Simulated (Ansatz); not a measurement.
Method: frozen-core CCSD(T)/def2-TZVPP // r2SCAN-D4/def2-TZVP in Ansatz (a quantum-chemistry and plane-wave program).

Ansatz 0.2 input:
```yaml
crystal:
  periodic: [false, false, false]
  atoms:
    - { symbol: C, position_ang: [-1.037225, -0.428514, 0.301371] }
    - { symbol: C, position_ang: [-0.136176, 0.749394, -0.095741] }
    - { symbol: Si, position_ang: [1.648619, 0.233512, -0.405468] }
    - { symbol: H, position_ang: [-2.065714, -0.09733, 0.47393] }
    - { symbol: H, position_ang: [-1.06108, -1.19188, -0.480004] }
    - { symbol: H, position_ang: [-0.684615, -0.907419, 1.217982] }
    - { symbol: H, position_ang: [-0.146098, 1.515139, 0.686913] }
    - { symbol: H, position_ang: [-0.520715, 1.23303, -0.999748] }
    - { symbol: H, position_ang: [2.262831, -0.354239, 0.819932] }
    - { symbol: H, position_ang: [1.741004, -0.755249, -1.518195] }
basis:
  gaussian: { orbitals: def2-TZVPP }
correlation:
  method: ccsd_t
magnetization:
  spin_polarized: true
  initial_magnetization: 1
```

Output:

```
Functional definition: HF
1144 factors; integrals over basis functions are off by at most 9.0e-4 eV
mean field evaluation 1: about -10031.0019 eV, gradient 2.2e1 eV
mean field evaluation 2: about -10031.0044 eV, gradient 2.2e1 eV
mean field evaluation 4: about -10033.9289 eV, gradient 2.7e0 eV
mean field evaluation 8: about -10034.0130 eV, gradient 1.1e-3 eV
mean field evaluation 16: about -10034.0107 eV, gradient 2.1e-1 eV
mean field -10034.01298242 eV, -368.7431758058 hartree, gradient 7.6e-6 eV, S^2 0.754305; 0 other end points of the search recorded, 0 dependent functions left out
7 core orbitals not correlated
reference -10034.01298242 eV, -368.7431758058 hartree; 10, 9 occupied and 185, 186 virtual orbitals, 1144 factors
second order -12.66674212 eV of doubles, -0.00000000 eV of singles
cycle   1  -13.48346197 eV  change   -8.2e-1 eV  update   7.6e-2
cycle   2  -13.87177095 eV  change   -3.9e-1 eV  update   2.5e-2
cycle   3  -13.91842882 eV  change   -4.7e-2 eV  update   9.5e-3
cycle   4  -13.91559836 eV  change    2.8e-3 eV  update   3.4e-3
cycle   5  -13.91520131 eV  change    4.0e-4 eV  update   1.3e-3
cycle   6  -13.91502164 eV  change    1.8e-4 eV  update   5.1e-4
cycle   7  -13.91508066 eV  change   -5.9e-5 eV  update   1.8e-4
cycle   8  -13.91512914 eV  change   -4.8e-5 eV  update   6.5e-5
cycle   9  -13.91512851 eV  change    6.3e-7 eV  update   2.6e-5
cycle  10  -13.91512524 eV  change    3.3e-6 eV  update   1.1e-5
perturbative correction -0.50878165 eV, -0.0186973809 hartree
Total energy: -10048.43688932 eV, -369.2732446073 hartree
```

Cost: very roughly 4 core-minutes.
